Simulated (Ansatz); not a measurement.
A displaced shape of singlet KCl:

```xyz
2

K     0.0477    0.0076   -1.2663
Cl    0.0332   -0.0355    1.3894
```

It was optimised with HF/def2-SVP in Ansatz (development build ahead of 0.2.0) to forces under 0.001 eV/Å, with restricted orbitals. Each step stands on the lowest determinant of that kind that the program's search found.

Question: What shape does it relax to, and how does the optimisation go?

Answer:

```xyz
2

K     0.0479    0.0081   -1.2931
Cl    0.0331   -0.0360    1.4162
```

Bond lengths: K1–Cl2 2.710 Å.

```json
{"step": "1", "E − E(start) (eV)": "0.0000", "largest force (eV/Å)": "0.3372"}
{"step": "2", "E − E(start) (eV)": "-0.0087", "largest force (eV/Å)": "0.0253"}
{"step": "3", "E − E(start) (eV)": "-0.0088", "largest force (eV/Å)": "0.0025"}
{"step": "4", "E − E(start) (eV)": "-0.0088", "largest force (eV/Å)": "0.0000"}
```

The optimisation ended after 4 steps with its threshold met.
